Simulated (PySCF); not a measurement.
CH5ClFNSi, SMILES F[Si@@H](CN)Cl. Atoms are numbered in the order given.

```xyz
10

N     -2.4950     0.1603     0.8010
C     -1.4577    -0.5964     0.1092
Si     0.2441     0.1420     0.3436
F      0.1645     1.6845    -0.1631
Cl     1.6845    -0.8167    -0.7737
H     -2.3427     0.1678     1.8077
H     -2.5011     1.1316     0.4955
H     -1.6868    -0.6434    -0.9696
H     -1.4685    -1.6461     0.4493
H      0.6750     0.1831     1.7652
```

Geometry optimised at PBE0-D3(BJ)/def2-SVP. The structure was generated by enumeration; whether it is a known compound was not checked. The values are those of a single conformer.

These are PySCF with PBE/pcSseg-1 values and carry that method's errors.

GIAO shieldings, no solvent; atoms listed in one row are averaged. δ = σ(ref) − σ: ¹⁵N against NH3 (σ = 267.0 ppm); ¹³C against TMS (σ = 182.0 ppm); ²⁹Si against TMS (σ = 335.4 ppm); ¹⁹F against CFCl3 (σ = 133.6 ppm); ³⁵Cl against HCl (σ = 936.5 ppm); ¹H against TMS (σ = 31.49 ppm), references at their B3LYP-D3(BJ)/def2-TZVP geometries, non-relativistic (without spin–orbit terms, shifts of atoms bonded to Cl or Br come out too high).

Computed chemical shifts:
```json
[
 {"nucleus": "¹⁵N", "atoms": "N1", "count": "1", "δ (ppm)": "18.9"},
 {"nucleus": "¹³C", "atoms": "C2", "count": "1", "δ (ppm)": "39.3"},
 {"nucleus": "²⁹Si", "atoms": "Si3", "count": "1", "δ (ppm)": "8.4"},
 {"nucleus": "¹⁹F", "atoms": "F4", "count": "1", "δ (ppm)": "-201.3"},
 {"nucleus": "³⁵Cl", "atoms": "Cl5", "count": "1", "δ (ppm)": "79.8"},
 {"nucleus": "¹H", "atoms": "H10", "count": "1", "δ (ppm)": "5.60"},
 {"nucleus": "¹H", "atoms": "H8", "count": "1", "δ (ppm)": "2.94"},
 {"nucleus": "¹H", "atoms": "H9", "count": "1", "δ (ppm)": "2.63"},
 {"nucleus": "¹H", "atoms": "H7", "count": "1", "δ (ppm)": "0.48"},
 {"nucleus": "¹H", "atoms": "H6", "count": "1", "δ (ppm)": "0.14"}
]
```
